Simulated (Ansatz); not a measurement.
`O[SiH](O)[SiH3]` + HCl → `O[SiH]([SiH3])Cl` + H₂O at 400 K and 1 bar (ligand exchange at the Si–O bond).

Gas-phase electronic energies from Ansatz, PBE0-D4/def2-TZVP geometries. CBS: MP2 limit from def2 TZ/QZ plus the TZ coupled-cluster correction, frozen cores. This one scheme is used for every species. One conformer a species, not always the lowest.

```tsv
species	CCSD(T)/CBS energy (Eh)	H − E (kJ/mol)	S (J/(mol·K))
`O[SiH](O)[SiH3]`	-732.20558	198.0	383.2
HCl	-460.38127	29.6	195.4
`O[SiH]([SiH3])Cl`	-1116.20942	163.7	387.0
H₂O	-76.37941	69.8	198.6
```

H − E and S are ideal-gas, rigid-rotor, harmonic terms from PBE0-D4/def2-TZVP, for one conformer and one mirror image of each species. 1 Eh = 2625.50 kJ/mol, R = 8.31446 J/(mol·K).

By hand: ΔE, ΔH, ΔS and ΔG.

ΔE = (-1116.20942) + (-76.37941) − (-732.20558) − (-460.38127) = -0.00198 Eh = -5.2 kJ/mol. Δ(H − E) = 163.7 + 69.8 − 198.0 − 29.6 = 5.9, so ΔH = 0.7 kJ/mol. ΔS = 387.0 + 198.6 − 383.2 − 195.4 = 7.0 J/(mol·K). ΔG = 0.7 − 400 × (7.0)/1000 = -2.1 kJ/mol.

By hand: the equilibrium constant, and the temperature at which ΔG would vanish if ΔH and ΔS stayed fixed.

log₁₀ K = −ΔG/(RT ln 10) = 0.3. ΔG = 0 at ΔH/ΔS = 100 K, though so small a ΔH makes that figure unsure.

TΔS isn't small against ΔH here. The sign of ΔG lies within the doubt. A doubt of 5 kJ/mol in ΔE shifts log₁₀ K by 0.7 here. Other conformers and mirror images would add mixing entropy, several J/(mol·K) or more a flexible species. These are equilibria of isolated gas molecules and say nothing of rates. Largest T1 diagnostic: 0.013 (customary marks: 0.02 for closed shells, 0.045 for open ones).
